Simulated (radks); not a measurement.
The numbers below are computed, except where a source is named.
Spherical quantum dot in the effective-mass picture: electrons in a well V = -V0 / (1 + exp((r - R)/a)) with V0 = 23.7, R = 2.62, a = 0.13, with a point charge +1 (a donor) at the centre, all in effective atomic units (hartree* = m*/eps^2 hartree, bohr* = eps/m* bohr), one dielectric constant everywhere. Level of theory: non-relativistic Kohn-Sham, exchange-only LDA, spin-polarised, spherical densities (a radial shooting solver with Libxc functionals). Levels are named by radial order and angular momentum (1s, 1p, 1d, 2s, ...), and open shells are averaged over m. Each electron was tried in the lowest free levels, single moves between levels near the top were tried too, and the lowest total energy was kept; such a search can miss a lower state. At N = 1 the Hartree and exchange-correlation terms need not cancel, so that row can carry a self-interaction error.

\begin{tabular}{lrrrrrr}
N & open shells & 2S & E (hartree*) & mu = E(N) - E(N-1) (hartree*) & addition energy mu(N+1) - mu(N) (hartree*) & e(HOMO) (hartree*) \\ \hline
1 & 1s(up 1, down 0) & 1 & -23.9778 & -23.978 & 0.8272 & -23.669 \\
2 & none & 0 & -47.1285 & -23.151 & 1.484 & -22.882 \\
3 & 1p(up 1, down 0) & 1 & -68.7952 & -21.667 & 0.4947 & -21.424 \\
4 & 1p(up 2, down 0) & 2 & -89.9671 & -21.172 & 0.5104 & -20.918 \\
5 & 1p(up 3, down 0) & 3 & -110.629 & -20.662 & 0.6996 & -20.405 \\
6 & 1p(up 3, down 1) & 2 & -130.591 & -19.962 & 0.4717 & -19.731 \\
7 & 1p(up 3, down 2) & 1 & -150.081 & -19.490 & 0.4888 & -19.247 \\
8 & none & 0 & -169.082 & -19.001 & 1.360 & -18.755 \\
9 & 1d(up 1, down 0) & 1 & -186.724 & -17.641 & 0.4682 & -17.408 \\
10 & 1d(up 2, down 0) & 2 & -203.897 & -17.173 & 0.4713 & -16.938 \\
11 & 1d(up 3, down 0) & 3 & -220.599 & -16.702 & 0.4729 & -16.466 \\
12 & 1d(up 4, down 0) & 4 & -236.828 & -16.229 & 0.4736 & -15.992 \\
13 & 1d(up 5, down 0) & 5 & -252.583 & -15.755 & 0.6354 & -15.519 \\
14 & 1d(up 5, down 1) & 4 & -267.703 & -15.120 & 0.4563 & -14.893 \\
15 & 1d(up 5, down 2) & 3 & -282.367 & -14.664 & 0.4598 & -14.434 \\
16 & 1d(up 5, down 3) & 2 & -296.571 & -14.204 & 0.4618 & -13.973 \\
17 & 1d(up 5, down 4) & 1 & -310.313 & -13.742 & 0.4629 & -13.511 \\
18 & none & 0 & -323.592 & -13.279 & 0.9520 & -13.048 \\
19 & 2s(up 1, down 0) & 1 & -335.920 & -12.327 & 0.7499 & -12.028 \\
20 & none & 0 & -347.497 & -11.577 & 0.7062 & -11.279 \\
21 & 1f(up 1, down 0) & 1 & -358.368 & -10.871 & 0.4488 & -10.647 \\
22 & 1f(up 2, down 0) & 2 & -368.791 & -10.422 & 0.4493 & -10.198 \\
23 & 1f(up 3, down 0) & 3 & -378.764 & -9.9732 & 0.4495 & -9.7485 \\
24 & 1f(up 4, down 0) & 4 & -388.288 & -9.5237 & 0.4496 & -9.2989 \\
25 & 1f(up 5, down 0) & 5 & -397.362 & -9.0741 & 0.4495 & -8.8494 \\
26 & 1f(up 6, down 0) & 6 & -405.986 & -8.6246 & 0.4494 & -8.3771 \\
27 & 1f(up 7, down 0) & 7 & -414.162 & -8.1752 & 0.5894 & -7.8974 \\
28 & 1f(up 7, down 1) & 6 & -421.748 & -7.5859 & 0.4412 & -7.3654 \\
29 & 1f(up 7, down 2) & 5 & -428.892 & -7.1447 & 0.4418 & -6.9239 \\
30 & 1f(up 7, down 3) & 4 & -435.595 & -6.7029 & 0.4422 & -6.4819 \\
31 & 1f(up 7, down 4) & 3 & -441.856 & -6.2607 & - & -6.0200 \\
\end{tabular}

All shells are closed at N = 2, 8, 18, 20 (there: 1s2 1p6 1d10 2s2); the second difference of the energy has clear peaks (12 % above both neighbours; the first and last values, which can be the largest, are not judged, and half-filled shells can peak too) at N = 2, 5, 8, 13, 18, 27.
